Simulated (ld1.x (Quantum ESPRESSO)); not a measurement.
An all-electron radial function and its pseudo partner (zirconium (Zr))

Columns: radius, all-electron u(r) and pseudo u(r) of the 4p shell (level -33.47 eV) of zirconium in the configuration [Ar] 3d10 4s2 4p6 4d2 5s1 5p1; BLYP, scalar-relativistic, PAW scheme, ld1.x (Quantum ESPRESSO) 7.5.

```tsv
r (bohr)	all-electron	pseudo
0.168	0.0100	0.0286
0.335	-0.4959	0.1090
0.503	-0.1885	0.2293
0.670	0.3183	0.3691
0.838	0.7039	0.5085
1.005	0.9074	0.6256
1.172	0.9660	0.7061
1.340	0.9299	0.7414
1.508	0.8424	0.7306
1.675	0.7344	0.6810
1.842	0.6235	0.6046
2.010	0.5188	0.5150
2.178	0.4258	0.4257
2.345	0.3463	0.3463
2.512	0.2793	0.2793
2.680	0.2236	0.2236
2.848	0.1781	0.1781
3.015	0.1414	0.1414
3.182	0.1120	0.1120
3.350	0.0882	0.0882
3.518	0.0694	0.0694
3.685	0.0545	0.0545
3.852	0.0427	0.0427
4.020	0.0334	0.0334
4.188	0.0261	0.0261
4.355	0.0204	0.0204
```

Q: How many radial nodes do the two functions have?

A: The all-electron 4p function has n − l − 1 = 2; the pseudo-wave has 0, since the states of the same l below it are removed with the core.

Q: At about which radius was the pseudo-wave matched?

A: 2.45 bohr. The columns agree to 0.0005 from 2.18 bohr on; several derivatives are matched, so the curves merge somewhat inside the radius.

Q: Is the pseudo-wave norm-conserving?

A: No, it belongs to a PAW set: the norm inside the radius is not constrained, and the difference is carried by the augmentation charge.
